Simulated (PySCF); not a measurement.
C2H4ClNSi, SMILES Cl[Si@H]1C=NC1. Geometry: PBE-D3(BJ)/def2-SVP. The structure was generated by enumeration; whether it is a known compound was not checked.

Calculation: PBE-D3(BJ)/def2-SVP (PySCF).

Harmonic wavenumbers (cm⁻¹): 100, 174, 332, 434, 586, 609, 690, 712, 788, 814, 878, 928, 1089, 1127, 1218, 1363, 1558, 2142, 3001, 3060, 3071. Rotational constants (GHz): 8.479, 1.857, 1.720; symmetry number 1.

### Question
Work out the zero-point energy and the ideal-gas rigid-rotor harmonic-oscillator thermochemistry at 298.15 K and 1 atm.

### Answer
ZPE = ½ Σ hcν = ½ × 24677 cm⁻¹ = 35.28 kcal/mol. H − E(el) = 39.46 kcal/mol. Entropy in cal/(mol K): translation 39.88, rotation 26.88, vibration 10.33, total 77.09. G − E(el) = 16.47 kcal/mol. Cp = 21.73 cal/(mol K). Modes under 150 cm⁻¹ make the vibrational entropy uncertain.
